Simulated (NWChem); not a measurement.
Molecule: C₂H₆BN; SMILES C=CBN

```xyz
10

B     -0.6590    -0.7213     0.1285
H     -1.6871    -1.2335     0.5196
C     -0.5771     0.8204    -0.1337
C      0.5146     1.5673     0.0844
H     -1.4840     1.3451    -0.4632
H      0.5306     2.6519    -0.0708
H      1.4483     1.1267     0.4556
N      0.4437    -1.5503    -0.0683
H      0.4303    -2.5424     0.1250
H      1.3265    -1.2158    -0.4349
```
Atoms are numbered in this order, from 1.

All runs: NWChem. Coordinates come from a PBE0/def2-SVP optimisation. Ions are spin-unrestricted doublets at the neutral geometry; other ion states weren't tried.

For level CAM-B3LYP/def2-SVP:

```yaml
vertical ionisation energy, ΔSCF (eV): 9.71
"−ε(HOMO) (eV)": 8.69
```

### Question
How do the values read with level PBE/def2-SVP instead?

### Answer
- vertical ionisation energy, ΔSCF (eV): 9.43
- −ε(HOMO) (eV): 6.20
